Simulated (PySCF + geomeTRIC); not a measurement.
All values below come from TPSS-D3(BJ)/def2-SVP in PySCF + geomeTRIC. fastk is a local helper that only speeds up exchange builds. No frequencies were computed at this level.

```python
import json, numpy as np
from pyscf import gto, dft
from fastk import lowrank_exchange
atoms = """
Zn     0.003702     0.005456     0.019563
Cl     0.380785     0.560213     2.011145
F     -0.306165    -0.450439    -1.617042
"""
def scf(charge, spin, dm0=None):
    mol = gto.M(atom=atoms, basis='def2-svp', ecp={}, charge=charge, spin=spin, verbose=3, max_memory=3360)
    mf = dft.KS(mol, xc='tpss').density_fit(auxbasis="def2-universal-jkfit")
    mf.disp = 'd3bj'
    mf.grids.level = 3
    mf.conv_tol = 1e-8
    mf.max_cycle = 120
    mf.level_shift = 0.25
    mf.kernel(dm0)
    if not mf.converged:
        mf = mf.newton().run(mf.mo_coeff, mf.mo_occ).undo_soscf()
    return mf
mf = scf(0, 0)
from pyscf.geomopt.geometric_solver import kernel as optimize
path = []
done, mol = optimize(mf, maxsteps=120, assert_convergence=False, callback=lambda env: path.append((env["energy"], bool(env["g_scanner"].converged))))
res = dict(converged=bool(done and path[-1][1]), energy=path[-1][0], path=[e for e, c in path], xyz=mol.atom_coords(unit="Angstrom").tolist(), nao=mol.nao)
json.dump(res, open("result.json", "w"))
```

Output:

```
converged SCF energy = -2339.06753597507
Geometry optimization cycle 1
converged SCF energy = -2339.06753597567
cycle 1: E = -2339.06753598  dE = -2339.07  norm(grad) = 0.0115744
Geometry optimization cycle 2
converged SCF energy = -2339.0676405885
cycle 2: E = -2339.06764059  dE = -0.000104613  norm(grad) = 0.00205568
Geometry optimization cycle 3
converged SCF energy = -2339.06764457469
cycle 3: E = -2339.06764457  dE = -3.98619e-06  norm(grad) = 0.000185088
Geometry optimization cycle 4
converged SCF energy = -2339.06764572739
cycle 4: E = -2339.06764573  dE = -1.1527e-06  norm(grad) = 0.000713537
Geometry optimization cycle 5
converged SCF energy = -2339.06764300032
cycle 5: E = -2339.067643  dE = 2.72707e-06  norm(grad) = 0.00494695
Geometry optimization cycle 6
converged SCF energy = -2339.06765244913
cycle 6: E = -2339.06765245  dE = -9.44881e-06  norm(grad) = 0.00364754
Geometry optimization cycle 7
converged SCF energy = -2339.06766260475
cycle 7: E = -2339.0676626  dE = -1.01556e-05  norm(grad) = 0.000450778
Geometry optimization cycle 8
converged SCF energy = -2339.0676624383
cycle 8: E = -2339.06766244  dE = 1.66449e-07  norm(grad) = 0.000169766
<class 'geometric.internal.Distance'> : 2
<class 'geometric.internal.LinearAngle'> : 2
<class 'geometric.internal.TranslationX'> : 1
<class 'geometric.internal.TranslationY'> : 1
<class 'geometric.internal.TranslationZ'> : 1
<class 'geometric.internal.RotationA'> : 1
<class 'geometric.internal.RotationB'> : 1
<class 'geometric.internal.RotationC'> : 1
Step    0 : Gradient = 6.682e-03/8.560e-03 (rms/max) Energy = -2339.0675359757
Step    1 : Displace = 5.437e-03/7.606e-03 (rms/max) Trust = 1.000e-01 (=) Grad = 1.187e-03/1.530e-03 (rms/max) E (change) = -2339.0676405885 (-1.046e-04) Quality = 1.132
Step    2 : Displace = 1.107e-03/1.492e-03 (rms/max) Trust = 1.414e-01 (+) Grad = 1.069e-04/1.395e-04 (rms/max) E (change) = -2339.0676445747 (-3.986e-06) Quality = 0.899
Step    3 : Displace = 3.736e-04/4.625e-04 (rms/max) Trust = 2.000e-01 (+) Grad = 4.120e-04/5.557e-04 (rms/max) E (change) = -2339.0676457274 (-1.153e-06) Quality = 0.745
Step    4 : Displace = 2.533e-03/3.327e-03 (rms/max) Trust = 2.000e-01 (=) Grad = 2.856e-03/3.841e-03 (rms/max) E (change) = -2339.0676430003 (+2.727e-06) Quality = -0.184
Step    5 : Displace = 6.892e-04/8.857e-04 (rms/max) Trust = 1.267e-03 (-) Grad = 2.104e-03/2.834e-03 (rms/max) E (change) = -2339.0676524491 (-9.449e-06) Quality = 1.632
Step    6 : Displace = 1.694e-03/2.204e-03 (rms/max) Trust = 1.791e-03 (+) Grad = 2.426e-04/3.409e-04 (rms/max) E (change) = -2339.0676626047 (-1.016e-05) Quality = 0.729
Step    7 : Displace = 2.264e-04/3.184e-04 (rms/max) Trust = 1.791e-03 (=) Grad = 2.351e-05/2.820e-05 (rms/max) E (change) = -2339.0676624383 (+1.664e-07) Quality = -1.004
Converged! =D
```

Cost: roughly 40 core-seconds.
